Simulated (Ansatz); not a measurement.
`B[SiH2][SiH2][SiH3]` and `B[SiH2][SiH3]` differ in one atom or group.

Ansatz, PBE0-D4/def2-TZVP geometries, multiplicity 1. Each molecule was computed in one conformer, which needn't be the lowest.

```tsv
property	`B[SiH2][SiH2][SiH3]`
zero-point energy (PBE0-D4/def2-TZVP) / kJ/mol	206.1
HOMO energy (PBE/def2-TZVPP) / eV	-6.81
HOMO–LUMO gap (ωB97M-V/def2-TZVPP) / eV	9.16
HOMO–LUMO gap (PBE/def2-TZVPP) / eV	3.37
HOMO energy (PBE0/def2-TZVPP) / eV	-7.83
HOMO–LUMO gap (PBE0/def2-TZVPP) / eV	5.32
```

Question: What does the change do to each property? (Best estimate.)

Answer: Ansatz gave: 
```json
{"property": "zero-point energy (PBE0-D4/def2-TZVP) / kJ/mol", "`B[SiH2][SiH3]`": "160.7", "shift": "-45.4"}
{"property": "HOMO energy (PBE/def2-TZVPP) / eV", "`B[SiH2][SiH3]`": "-6.89", "shift": "-0.08"}
{"property": "HOMO–LUMO gap (ωB97M-V/def2-TZVPP) / eV", "`B[SiH2][SiH3]`": "9.38", "shift": "0.22"}
{"property": "HOMO–LUMO gap (PBE/def2-TZVPP) / eV", "`B[SiH2][SiH3]`": "3.45", "shift": "0.08"}
{"property": "HOMO energy (PBE0/def2-TZVPP) / eV", "`B[SiH2][SiH3]`": "-7.96", "shift": "-0.13"}
{"property": "HOMO–LUMO gap (PBE0/def2-TZVPP) / eV", "`B[SiH2][SiH3]`": "5.47", "shift": "0.15"}
```

The zero-point energy changes by -45.4 kJ/mol with -9 modes.
